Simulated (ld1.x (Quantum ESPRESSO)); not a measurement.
**Logarithmic derivatives: lanthanum (La), PAW**

| Property | Result |
| --- | --- |
| Element | La (Z = 57) |
| Generator | ld1.x (Quantum ESPRESSO) 7.5 |
| Type | PAW |
| Functional | PBE |
| Relativity | scalar-relativistic |
| Frozen core | [Kr] 4d10 |
| Valence charge | 11 |
| Reference configuration | 4f0 5s2 5p6 5d1 6s2 6p0 |
| Partial waves | 5s (bound): rcut 2.00, rcutus 2.25 bohr; 6s (bound): rcut 2.00, rcutus 2.25 bohr; 5p (bound): rcut 3.10, rcutus 3.55 bohr; 6p (bound, empty): rcut 3.10, rcutus 3.55 bohr; 5d (bound): rcut 2.80, rcutus 3.55 bohr; 5d channel at 0.9 Ry: rcut 2.80, rcutus 3.55 bohr; 4f (bound, empty): rcut 1.15, rcutus 1.30 bohr; 4f channel at 1.15 Ry: rcut 1.15, rcutus 1.30 bohr |
| Local potential | all-electron potential smoothed inside 3.30 bohr (lloc = -1) |
| Core correction | Bessel-smoothed model core, default radius (core density twice the valence density) |
| Augmentation charge | BESSEL, radius 1.10 bohr |

The phase is arctan(r·u′/u) with u = r·R(r), unwrapped; energies in Ry, scanned from -5 to 5 Ry. A pole is an energy at which the radial function vanishes at the test radius. The pseudo phase is shifted by a multiple of π to meet the all-electron one at the reference energy, and phase errors are pseudo minus all-electron; the curves can meet again beyond the range given. Levels narrower than the energy grid can be missing from the lists of poles.

| channel | radius (bohr) | reference energy (Ry) | poles, all-electron | poles, pseudo | unbroken range about the reference energy with phases within 0.05 rad | phase error 1 Ry above the reference energy (rad) |
| --- | --- | --- | --- | --- | --- | --- |
| s | 3.86 | -0.27 | -2.85, 0.92 | -2.85, 1.00, 4.75 | below 1.5 | +0.009 |
| p | 3.86 | -0.10 | -1.61, 1.69 | -4.22, -1.61, 0.65 | -1.7 to 0.1 | -0.389 |
| d | 3.86 | -0.23 | 0.07, 3.14 | 0.07, 2.34 | below 1.3 | -0.001 |
| f | 3.86 | -0.32 | -0.30, 1.92 | -0.30, 1.92 | below 3.0 | +0.001 |

The ghost test of this file was not conclusive. Its overlap operator is not positive definite in a basis up to 400 Ry (lowest eigenvalue s -39.04, p -0.42), so the file is unfit for use: the generalised eigenproblem breaks down once the basis is large enough, and its test numbers describe a broken file.

Phases in the d channel:

```tsv
E (Ry)	all-electron	pseudo
-5.00	1.453	1.452
-4.48	1.446	1.445
-3.96	1.438	1.436
-3.44	1.427	1.426
-2.92	1.414	1.412
-2.40	1.397	1.394
-1.88	1.371	1.368
-1.36	1.326	1.323
-0.84	1.220	1.215
-0.32	-0.084	-0.087
0.20	-1.650	-1.652
0.72	-1.875	-1.876
1.24	-2.574	-2.614
1.76	-4.278	-4.399
2.28	-4.570	-4.692
2.80	-4.670	-4.886
3.32	-4.731	-5.589
3.84	-4.787	-7.389
4.36	-4.862	-7.645
4.88	-5.041	-7.728
```
